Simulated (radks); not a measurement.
The numbers below are computed, except where a source is named.
The mean radii <r> (bohr) of the occupied orbitals of an atom or ion are listed with their occupations. Level of theory: scalar-relativistic Kohn-Sham, PBE, spin-polarised, spherical densities, point nucleus (a radial shooting solver on a logarithmic mesh with Libxc functionals).

| orbital | occ. | <r> |
|---|---|---|
| 1s up | 1 | 0.08573 |
| 1s down | 1 | 0.08573 |
| 2s up | 1 | 0.4139 |
| 2s down | 1 | 0.4139 |
| 2p up | 3 | 0.3765 |
| 2p down | 3 | 0.3764 |
| 3s up | 1 | 1.361 |
| 3p up | 3 | 1.543 |
| 3p down | 3 | 1.563 |
| 4s up | 1 | 5.069 |

Name the element and its charge. Open shells, if any, are filled with parallel spins first.

Answer. Z = 18, argon, charge 0: Ar in [Ne] 3s1 3p6 4s1. The 1s radius gives Z: for a bare nucleus <r> = (2 gamma + 1)/(2Z) with gamma = sqrt(1 - (Z/c)^2), 0.08285 bohr for Z = 18, and screening makes it slightly larger (0.08573 here). The occupations add up to 18, and the charge is Z minus that.
